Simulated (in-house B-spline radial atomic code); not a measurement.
# Ionising Ni IX (Ni8+) with different functionals

Computed with a B-spline radial code for spherical atoms: scalar-relativistic (spin-free X2C) Hamiltonian, Fermi nucleus of rms radius 3.7757 fm, spin-polarised at highest spin, spherical fractional occupations for the functionals, the average over the highest-spin determinants for Hartree-Fock. The ionisation energy is the difference of two self-consistent energies, [Ar] 3d2 → [Ar] 3d1, without Breit or QED terms; ε is the level of the shell that loses the electron (its least bound occupied spin orbital).

Hybrids are left out here: with spherical fractional occupations of an open shell their exact exchange keeps a self-interaction that integer-occupation calculations don't have.

```json
{"method": "Hartree-Fock", "rung": "Hartree-Fock", "ΔSCF (eV)": "191.40", "-ε(3d) (eV)": "192.99"}
{"method": "LDA VWN5", "rung": "LDA", "ΔSCF (eV)": "192.98", "-ε(3d) (eV)": "177.68"}
{"method": "LDA PW92", "rung": "LDA", "ΔSCF (eV)": "192.97", "-ε(3d) (eV)": "177.67"}
{"method": "LDA exchange-only", "rung": "LDA", "ΔSCF (eV)": "190.96", "-ε(3d) (eV)": "175.72"}
{"method": "PBE", "rung": "GGA", "ΔSCF (eV)": "192.69", "-ε(3d) (eV)": "177.42"}
{"method": "PBEsol", "rung": "GGA", "ΔSCF (eV)": "192.65", "-ε(3d) (eV)": "177.38"}
{"method": "BLYP", "rung": "GGA", "ΔSCF (eV)": "?", "-ε(3d) (eV)": "?"}
{"method": "RPBE", "rung": "GGA", "ΔSCF (eV)": "?", "-ε(3d) (eV)": "?"}
{"method": "PW91", "rung": "GGA", "ΔSCF (eV)": "192.88", "-ε(3d) (eV)": "177.59"}
{"method": "BP86", "rung": "GGA", "ΔSCF (eV)": "192.75", "-ε(3d) (eV)": "177.46"}
{"method": "AM05", "rung": "GGA", "ΔSCF (eV)": "192.71", "-ε(3d) (eV)": "177.43"}
{"method": "OLYP", "rung": "GGA", "ΔSCF (eV)": "193.49", "-ε(3d) (eV)": "178.25"}
{"method": "TPSS", "rung": "meta-GGA", "ΔSCF (eV)": "192.46", "-ε(3d) (eV)": "177.23"}
{"method": "SCAN", "rung": "meta-GGA", "ΔSCF (eV)": "192.45", "-ε(3d) (eV)": "177.44"}
{"method": "r2SCAN", "rung": "meta-GGA", "ΔSCF (eV)": "192.51", "-ε(3d) (eV)": "177.49"}
{"method": "revTPSS", "rung": "meta-GGA", "ΔSCF (eV)": "192.28", "-ε(3d) (eV)": "177.09"}
```

What does RPBE give?

ΔSCF 192.62 eV, and -ε(3d) = 177.36 eV.

What does BLYP give?

ΔSCF 192.65 eV, and -ε(3d) = 177.36 eV.

How do they compare with the NIST value?

NIST lists 193.2 eV ± 0.5 (semi-empirical, ground level to ground level). Errors run from -2.24 to +0.29 eV; LDA VWN5 is closest (-0.22 eV), though others lie within the uncertainty of it, and part of that can be cancellation, since the calculations leave out spin-orbit coupling, Breit-QED terms, multiplet and fine-structure energies. Hartree-Fock also lacks correlation.
